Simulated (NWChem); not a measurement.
# 2-butanone (C$_{4}$H$_{8}$O); SMILES CCC(C)=O

```xyz
13

C      0.0452     1.8660     0.4448
C     -0.0892     0.8276    -0.6813
C     -0.1745    -0.5865    -0.1084
C      1.1435    -1.3107     0.1105
O     -1.2479    -1.0903     0.1815
H      0.0849     2.8942     0.0339
H      0.9667     1.7085     1.0425
H     -0.8204     1.8057     1.1344
H     -1.0230     1.0092    -1.2502
H      0.7706     0.9112    -1.3794
H      1.8835    -0.6579     0.6180
H      1.5832    -1.5781    -0.8743
H      0.9788    -2.2324     0.6974
```
Atoms are numbered in this order, from 1.

All runs: NWChem. The geometry was optimised at PBE-D3(BJ)/def2-SVP. Not confirmed as a minimum by frequencies. Level: M05-2X/def2-SVP with SMD (1 M gas to 1 M solution), gas-phase geometry.

```json
[
 {"solvent": "water", "dielectric constant": "78.4", "solvation free energy (kcal/mol)": "-4.0", "cavity-dispersion-structure term (kcal/mol)": "3.8", "dipole in solution (D)": "4.22"},
 {"solvent": "chloroform", "dielectric constant": "4.71", "solvation free energy (kcal/mol)": "-5.7", "cavity-dispersion-structure term (kcal/mol)": "-1.5", "dipole in solution (D)": "3.63"},
 {"solvent": "n-hexane", "dielectric constant": "1.88", "solvation free energy (kcal/mol)": "-4.5", "cavity-dispersion-structure term (kcal/mol)": "-2.6", "dipole in solution (D)": "3.28"},
 {"solvent": "cyclohexanone", "dielectric constant": "15.6", "solvation free energy (kcal/mol)": "-5.9", "cavity-dispersion-structure term (kcal/mol)": "-1.6", "dipole in solution (D)": "3.68"},
 {"solvent": "diethyl ether", "dielectric constant": "4.24", "solvation free energy (kcal/mol)": "-6.0", "cavity-dispersion-structure term (kcal/mol)": "-2.7", "dipole in solution (D)": "3.52"},
 {"solvent": "dimethyl sulfoxide", "dielectric constant": "46.8", "solvation free energy (kcal/mol)": "-5.4", "cavity-dispersion-structure term (kcal/mol)": "-0.9", "dipole in solution (D)": "3.73"}
]
```
